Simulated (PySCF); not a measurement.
C4H9NO, singlet, at a GFN2-xTB geometry, with bond 9-1 at 2.2 times its length; PBE/STO-3G (PySCF).

PySCF was given this input:
```python
from pyscf import gto, scf, dft

mol = gto.Mole()
mol.atom = '''
    C    -1.67732196   -0.50074772   -0.65125544
    N    -0.57422778   -0.00792134    0.14175086
    C    -0.86869143    0.33280828    1.51208061
    C     0.67424499   -0.00386145   -0.38905005
    C     1.78455202    0.44966916    0.53412904
    O     0.88585823   -0.33651426   -1.53961564
    H    -2.44944444    0.26546260   -0.74932265
    H    -1.29193779   -0.75297076   -1.63723256
    H    -2.63413445   -2.46247080    0.35610263
    H    -0.34513720    1.23939610    1.81400081
    H    -0.59346284   -0.47578459    2.19769932
    H    -1.93881019    0.51078421    1.60496050
    H     2.72960926    0.32720761    0.01256754
    H     1.66052237    1.49927813    0.79283406
    H     1.79692460   -0.14057928    1.44710246
'''
mol.basis = 'sto-3g'
mol.verbose = 4
mol.build()

mf = dft.RKS(mol)
mf.xc = 'pbe'
mf.kernel()
mo_i, mo_e, stable_i, stable_e = mf.stability(internal=True, external=True, return_status=True, nroots=6, tol=1e-6)
print('internally stable:', stable_i, ' externally stable:', stable_e)
if not stable_e:
    umf = mf.to_uhf() if not hasattr(mf, 'xc') else mf.to_uks()
    umf.scf_summary = {}
    umf.kernel(umf.make_rdm1(mo_e, umf.mo_occ))
mf.analyze()
```

Q: Write the output that PySCF gives for this input, abridged.

A: 
```
PySCF version 2.14.0

[INPUT] verbose = 4
[INPUT] num. atoms = 15
[INPUT] num. electrons = 48
[INPUT] charge = 0
[INPUT] spin (= nelec alpha-beta = 2S) = 0
[INPUT] symmetry False subgroup None
[INPUT] Mole.unit = angstrom
[INPUT] Symbol           X                Y                Z      unit          X                Y                Z       unit  Magmom
[...]
nuclear repulsion = 248.976328325859
number of shells = 27
number of NR pGTOs = 117
number of NR cGTOs = 39
basis = sto-3g
ecp = {}

******** <class 'pyscf.dft.rks.RKS'> ********
method = RKS
initial guess = minao
damping factor = 0
level_shift factor = 0
DIIS = <class 'pyscf.scf.diis.CDIIS'>
diis_start_cycle = 1
diis_space = 8
diis_damp = 0
SCF conv_tol = 1e-09
SCF conv_tol_grad = None
SCF max_cycles = 50
direct_scf = True
direct_scf_tol = 1e-13
XC library pyscf.dft.libxc version 7.1.2
    S. Lehtola, C. Steigemann, M. J. T. Oliveira, and M. A. L. Marques,  SoftwareX 7, 1–5 (2018)
XC functionals = pbe
    J. P. Perdew, K. Burke, and M. Ernzerhof,  Phys. Rev. Lett. 77, 3865 (1996)
    J. P. Perdew, K. Burke, and M. Ernzerhof,  Phys. Rev. Lett. 78, 1396 (1997)
    J. P. Perdew, K. Burke, and M. Ernzerhof,  Phys. Rev. Lett. 77, 3865 (1996)
    J. P. Perdew, K. Burke, and M. Ernzerhof,  Phys. Rev. Lett. 78, 1396 (1997)
radial grids:
    Treutler-Ahlrichs [JCP 102, 346 (1995); DOI:10.1063/1.469408] (M4) radial grids

becke partition: Becke, JCP 88, 2547 (1988); DOI:10.1063/1.454033
pruning grids: <function nwchem_prune>
grids dens level: 3
symmetrized grids: False
atomic radii adjust function: <function treutler_atomic_radii_adjust>
small_rho_cutoff = 0
Set gradient conv threshold to 3.16228e-05
Initial guess from minao.
tot grids = 172728
init E= -284.242048726632
cycle= 1 E= -283.413777287343  delta_E= 0.828  |g|= 0.688  |ddm|= 4.89
cycle= 2 E= -280.08842936499  delta_E= 3.33  |g|= 2.33  |ddm|= 4.29
cycle= 3 E= -283.018705275027  delta_E= -2.93  |g|= 0.961  |ddm|= 4.38
cycle= 4 E= -283.532643484222  delta_E= -0.514  |g|= 0.353  |ddm|= 1.78
cycle= 5 E= -283.323749715878  delta_E= 0.209  |g|= 0.509  |ddm|= 1.37
cycle= 6 E= -283.522536028257  delta_E= -0.199  |g|= 0.333  |ddm|= 1.87
cycle= 7 E= -283.555875673526  delta_E= -0.0333  |g|= 0.237  |ddm|= 0.286
cycle= 8 E= -283.517583277893  delta_E= 0.0383  |g|= 0.313  |ddm|= 0.376
cycle= 9 E= -283.541061068993  delta_E= -0.0235  |g|= 0.265  |ddm|= 0.178
cycle= 10 E= -283.531097365108  delta_E= 0.00996  |g|= 0.284  |ddm|= 0.0813
cycle= 11 E= -283.528050134106  delta_E= 0.00305  |g|= 0.291  |ddm|= 0.0209
cycle= 12 E= -283.520872341882  delta_E= 0.00718  |g|= 0.302  |ddm|= 0.0702
cycle= 13 E= -283.481283954333  delta_E= 0.0396  |g|= 0.362  |ddm|= 0.205
cycle= 14 E= -283.353189231741  delta_E= 0.128  |g|= 0.421  |ddm|= 0.569
cycle= 15 E= -283.576304424828  delta_E= -0.223  |g|= 0.111  |ddm|= 1.57
cycle= 16 E= -283.579662286201  delta_E= -0.00336  |g|= 0.0789  |ddm|= 0.37
cycle= 17 E= -283.582066506028  delta_E= -0.0024  |g|= 0.0466  |ddm|= 0.067
cycle= 18 E= -283.58326738758  delta_E= -0.0012  |g|= 0.00709  |ddm|= 0.0759
cycle= 19 E= -283.583294334128  delta_E= -2.69e-05  |g|= 0.00161  |ddm|= 0.0167
cycle= 20 E= -283.583295740096  delta_E= -1.41e-06  |g|= 0.000364  |ddm|= 0.00385
cycle= 21 E= -283.583295815828  delta_E= -7.57e-08  |g|= 3.67e-05  |ddm|= 0.000787
cycle= 22 E= -283.583295816392  delta_E= -5.63e-10  |g|= 1.78e-05  |ddm|= 0.000103
Extra cycle  E= -283.583295803114  delta_E= 1.33e-08  |g|= 0.000156  |ddm|= 0.000327
SCF not converged.
SCF energy = -283.583295803114
rhf_internal: lowest eigs of H = [0.30061514 0.77936502 0.85148304 0.93766042 0.97697071 1.02945818]
<class 'pyscf.dft.rks.RKS'> wavefunction is stable in the internal stability analysis

WARN: QR decomposition removed 1 vectors.

rhf_real2complex: lowest eigs of H = [0.06986311 0.07301501 0.15316632 0.18638564 0.18953754 0.22811404]
<class 'pyscf.dft.rks.RKS'> wavefunction is stable in the real -> complex stability analysis
rhf_external: lowest eigs of H = [-0.04780705  0.06218919  0.11190144  0.15566962  0.15688284  0.21088172]
<class 'pyscf.dft.rks.RKS'> wavefunction has an RHF/RKS -> UHF/UKS instability
internally stable: True  externally stable: False

******** <class 'pyscf.dft.uks.UKS'> ********
method = UKS
initial guess = minao
damping factor = 0
level_shift factor = 0
DIIS = <class 'pyscf.scf.diis.CDIIS'>
diis_start_cycle = 1
diis_space = 8
diis_damp = 0
SCF conv_tol = 1e-09
SCF conv_tol_grad = None
SCF max_cycles = 50
direct_scf = True
direct_scf_tol = 1e-13
number electrons alpha = 24  beta = 24
XC library pyscf.dft.libxc version 7.1.2
    S. Lehtola, C. Steigemann, M. J. T. Oliveira, and M. A. L. Marques,  SoftwareX 7, 1–5 (2018)
XC functionals = pbe
    J. P. Perdew, K. Burke, and M. Ernzerhof,  Phys. Rev. Lett. 77, 3865 (1996)
    J. P. Perdew, K. Burke, and M. Ernzerhof,  Phys. Rev. Lett. 78, 1396 (1997)
    J. P. Perdew, K. Burke, and M. Ernzerhof,  Phys. Rev. Lett. 77, 3865 (1996)
    J. P. Perdew, K. Burke, and M. Ernzerhof,  Phys. Rev. Lett. 78, 1396 (1997)
radial grids:
    Treutler-Ahlrichs [JCP 102, 346 (1995); DOI:10.1063/1.469408] (M4) radial grids

becke partition: Becke, JCP 88, 2547 (1988); DOI:10.1063/1.454033
pruning grids: <function nwchem_prune>
grids dens level: 3
symmetrized grids: False
atomic radii adjust function: <function treutler_atomic_radii_adjust>
small_rho_cutoff = 0
Set gradient conv threshold to 3.16228e-05
init E= -283.454286111449
cycle= 1 E= -283.136418131991  delta_E= 0.318  |g|= 0.476  |ddm|= 1.85
cycle= 2 E= -282.686989134453  delta_E= 0.449  |g|= 0.82  |ddm|= 2.47
cycle= 3 E= -283.208465183401  delta_E= -0.521  |g|= 0.322  |ddm|= 1.09
cycle= 4 E= -283.578171780613  delta_E= -0.37  |g|= 0.0818  |ddm|= 1.36
cycle= 5 E= -283.500851668317  delta_E= 0.0773  |g|= 0.256  |ddm|= 0.491
cycle= 6 E= -283.480210561519  delta_E= 0.0206  |g|= 0.268  |ddm|= 0.123
cycle= 7 E= -283.492003884679  delta_E= -0.0118  |g|= 0.257  |ddm|= 0.0401
cycle= 8 E= -283.472254004767  delta_E= 0.0197  |g|= 0.262  |ddm|= 0.132
cycle= 9 E= -283.450612218934  delta_E= 0.0216  |g|= 0.277  |ddm|= 0.0724
cycle= 10 E= -283.458663830322  delta_E= -0.00805  |g|= 0.272  |ddm|= 0.026
cycle= 11 E= -283.490907781568  delta_E= -0.0322  |g|= 0.247  |ddm|= 0.108
cycle= 12 E= -283.508179541406  delta_E= -0.0173  |g|= 0.226  |ddm|= 0.0629
cycle= 13 E= -283.262858602263  delta_E= 0.245  |g|= 0.28  |ddm|= 0.78
cycle= 14 E= -283.483525631727  delta_E= -0.221  |g|= 0.252  |ddm|= 0.706
cycle= 15 E= -283.518401707858  delta_E= -0.0349  |g|= 0.225  |ddm|= 1.06
cycle= 16 E= -283.552536285131  delta_E= -0.0341  |g|= 0.157  |ddm|=  0.8
cycle= 17 E= -283.568889212291  delta_E= -0.0164  |g|= 0.112  |ddm|= 0.112
cycle= 18 E= -283.554034405611  delta_E= 0.0149  |g|= 0.151  |ddm|= 0.107
cycle= 19 E= -283.551598056937  delta_E= 0.00244  |g|= 0.157  |ddm|= 0.0538
cycle= 20 E= -283.57873028923  delta_E= -0.0271  |g|= 0.0674  |ddm|= 0.224
cycle= 21 E= -283.582807567845  delta_E= -0.00408  |g|= 0.0362  |ddm|= 0.0739
cycle= 22 E= -283.584619240427  delta_E= -0.00181  |g|= 0.0135  |ddm|= 0.105
cycle= 23 E= -283.583945193123  delta_E= 0.000674  |g|= 0.0283  |ddm|= 0.0776
cycle= 24 E= -283.584009953171  delta_E= -6.48e-05  |g|= 0.0308  |ddm|= 0.0241
cycle= 25 E= -283.58319949686  delta_E= 0.00081  |g|= 0.00921  |ddm|= 0.318
cycle= 26 E= -283.58315549832  delta_E= 4.4e-05  |g|= 0.0128  |ddm|= 0.0551
cycle= 27 E= -283.583281704095  delta_E= -0.000126  |g|= 0.00349  |ddm|= 0.0585
cycle= 28 E= -283.583295410632  delta_E= -1.37e-05  |g|= 0.00122  |ddm|= 0.00525
cycle= 29 E= -283.583295813105  delta_E= -4.02e-07  |g|= 0.000262  |ddm|= 0.00978
cycle= 30 E= -283.583295815201  delta_E= -2.1e-09  |g|= 3.7e-05  |ddm|= 0.00174
cycle= 31 E= -283.583295816105  delta_E= -9.04e-10  |g|= 2.02e-05  |ddm|= 0.000108
Extra cycle  E= -283.583295785049  delta_E= 3.11e-08  |g|= 0.000168  |ddm|= 0.000359
SCF not converged.
SCF energy = -283.583295785049 after 50 cycles  <S^2> = 4.4353783e-09  2S+1 = 1
**** SCF Summaries ****
Total Energy =                        -283.583295803113970
Nuclear Repulsion Energy =             248.976328325858702
One-electron Energy =                 -878.845410025156070
Two-electron Energy =                  346.285785896183370
Two-electron Coulomb Energy =          386.464965838200953
DFT Exchange-Correlation Energy =      -40.179179942017562
**** MO energy ****
[...]
 ** Mulliken pop on meta-lowdin orthogonal AOs  **
 ** Mulliken pop  **
[...]
 ** Mulliken atomic charges  **
charge of    0C =     -0.07015
charge of    1N =     -0.04423
charge of    2C =     -0.08501
charge of    3C =      0.12232
charge of    4C =     -0.18512
charge of    5O =     -0.15580
charge of    6H =      0.05029
charge of    7H =      0.06227
charge of    8H =     -0.08918
charge of    9H =      0.06512
charge of   10H =      0.06480
charge of   11H =      0.07339
charge of   12H =      0.06795
charge of   13H =      0.06154
charge of   14H =      0.06182
Dipole moment(X, Y, Z, Debye):  0.26654,  1.93707,  2.15695
```

Convergence was not reached.
